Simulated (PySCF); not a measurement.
CH3AlF2, charge +1, multiplicity 2. Atoms are numbered in the order given.

```xyz
7

Al    -0.0077     0.3090     0.0000
C      0.0033    -1.8905     0.0000
H      1.1087    -1.8563     0.0000
H     -0.5079    -2.1016    -0.9500
H     -0.5079    -2.1016     0.9500
F     -0.0007     0.7436    -1.5706
F     -0.0007     0.7436     1.5706
```
Charge +1, spin multiplicity 2.

Geometry: TPSSh-D3(BJ)/def2-SVP. The spin state was assumed, not searched. The isomer is the one that the SMILES or the coordinates give; other isomers of the formula were not compared.

The numbers are results of PBE/def2-TZVPD in PySCF, not measurements.

Gas-phase values at a fixed geometry.

Computed frontier levels, dipole moment and polarisability:
The α spin, highest occupied and lowest empty level is -14.72 and -8.41 eV. The β spin, highest occupied and lowest empty level is -15.75 and -12.92 eV and the dipole moment about the centre of nuclear charge comes out as 3.91 D. The mean static polarisability is 34.8 bohr³ (5.16 Å³), the polarisability, principal values is 27.2, 35.3, 41.9 bohr³ and the ⟨S²⟩ comes out as 0.753 (pure state 0.75).
